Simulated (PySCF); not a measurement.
**Calculated NMR data**

All values are calculated (PySCF 2.14.0 with density-fitted response routines): σ from GIAO-PBE0/pcSseg-1, GFN2-xTB geometry. Equivalent nuclei averaged, non-relativistic Hamiltonian, gas phase, one computed conformer.

Shifts are taken against calculated references (same method and geometry level): TMS for ¹H, ¹³C. Where no couplings were computed, multiplicities follow the n + 1 count of equivalent neighbours, and m marks all less simple cases (inequivalent or close neighbours, rings, F or P nearby). Shifts are as computed. Against solution values, carbons near 30 ppm lie about +3 ppm off and those near 130 ppm about +5 ppm. Of 1211 compounds with measured shifts, 218 miss one by over three times the rms of a fit or turn the order of signals round; such compounds aren't used in these exercises.

**1.** SMILES C12=CC=CC=C1C=NN2CC#C, C10H8N2. ¹H NMR (500 MHz, computed): δ 8.07 (d, 1H), 8.00 (m, 1H), 7.95 (d, 1H), 7.72 (m, 1H), 7.54 (m, 1H), 5.40 (d, 2H), 1.86 (t, 1H). ¹³C{¹H} NMR (computed): δ 143.3, 136.2, 131.7, 130.3, 126.3, 125.8, 114.5, 82.7, 81.8, 42.1.

**2.** `C1=C(C2=CC=CN=C2)C=CN=C1`, C10H8N2. ¹H NMR (500 MHz, computed): δ 9.18 (s, 1H), 9.12 (d, 2H), 9.09 (d, 1H), 8.07 (d, 1H), 7.59 (m, 1H), 7.53 (d, 2H). ¹³C{¹H} NMR (computed): δ 156.6 (CH), 156.0 (CH), 154.7 (CH), 152.6 (C), 141.2 (C), 141.0 (CH), 128.7 (CH), 127.1 (CH).
